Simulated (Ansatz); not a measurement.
Si2B2, relaxed as a singlet with RKS B3LYP-D4/def2-TZVP in Ansatz, starting from the GFN2-xTB geometry. Force threshold 0.02 eV/Å.

The restricted singlet is unstable towards broken spin symmetry at other levels; at B3LYP-D4/def2-TZVP this wasn't settled. The structure comes from a short search, and lower isomers may exist.

Start:

Cartesian coordinates in Å:
```
B -0.7701 -0.1828 0.2558
B 0.7716 0.1826 -0.2566
Si 0.0913 1.2094 1.2497
Si -0.0928 -1.2092 -1.2490
```

```tsv
step	energy (eV)	largest force component (eV/Å)	SCF passes
1	-17104.4456	0.606	21
2	-17104.4720	0.221	23
3	-17104.4752	0.016	25
```

Force components are those of the run's own axes.

End:

Cartesian coordinates in Å:
```
B -0.7486 -0.1790 0.2472
B 0.7489 0.1789 -0.2473
Si 0.0941 1.2251 1.2651
Si -0.0943 -1.2250 -1.2650
```

By distances, no bond broke or formed. The bond that changes most is B1–B2, from 1.67 to 1.62 Å (atoms count from 1).

No frequencies were taken in this run, so the end may be a saddle point.

It took 2.8 s on 4 threads of Arm Neoverse V2 on a shared host.
